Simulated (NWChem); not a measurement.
Molecule: AlH₂OF; SMILES [OH][AlH][F]

```xyz
5

Al    -0.4803     0.0476     0.0000
H     -2.0277    -0.1871     0.0000
F      0.5643    -1.2476     0.0000
O      0.1306     1.6228     0.0000
H      1.0491     1.8954     0.0000
```
Atoms are numbered in this order, from 1.

Geometry: optimised at PBE0/def2-SVP.

 Unshifted, non-relativistic core excitations; the lowest 4 roots alone, so stronger bands may lie above.

### Question
List the first Al K-edge excitations from PBE0/def2-TZVP, restricted-window TDA (NWChem).

### Answer
| state | energy (eV) | dipole oscillator strength | leading excitation (squared amplitude) |
|---|---|---|---|
| S1 | 1525.4 | 0.0055 | 1s of atom 1 or its equivalents → LUMO (0.98) |
| S2 | 1525.9 | 0.0001 | 1s of atom 1 or its equivalents → LUMO+1 (0.97) |
| S3 | 1527.5 | 0.0018 | 1s of atom 1 or its equivalents → LUMO+2 (0.95) |
| S4 | 1529.1 | 0.0002 | 1s of atom 1 or its equivalents → LUMO+3 (0.94) |
